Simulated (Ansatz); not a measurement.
H7N2PSn, SMILES `N[P](N)[SnH3]`. Total charge 0; spin multiplicity 1. Correlated methods include outer-core shells of Sn, which these sets cover unevenly. Sn takes the def2 core potential.

```xyz
11

N    -0.995    1.293   -0.735
P    -0.501   -0.326   -0.936
N    -1.174   -1.323    0.272
Sn    1.765   -0.082    0.101
H    -0.960    1.747    0.166
H    -1.810    1.571   -1.261
H    -2.039   -1.781    0.031
H    -1.151   -1.058    1.246
H     2.735    1.006   -0.786
H     2.558   -1.590    0.207
H     1.572    0.542    1.694
```

(1) Give the diagnostics of a CCSD(T)/def2-TZVPP run (frozen core, Ansatz). (Estimate.)

Answers

(1) The calculation gave: T1 = 0.0132, largest single amplitude 0.019, largest double 0.025, (T) share of the correlation energy 3.6 %, 10 CCSD cycles. The RHF solution is stable towards an unrestricted one. T1 lies under the customary mark of 0.02 for closed shells.
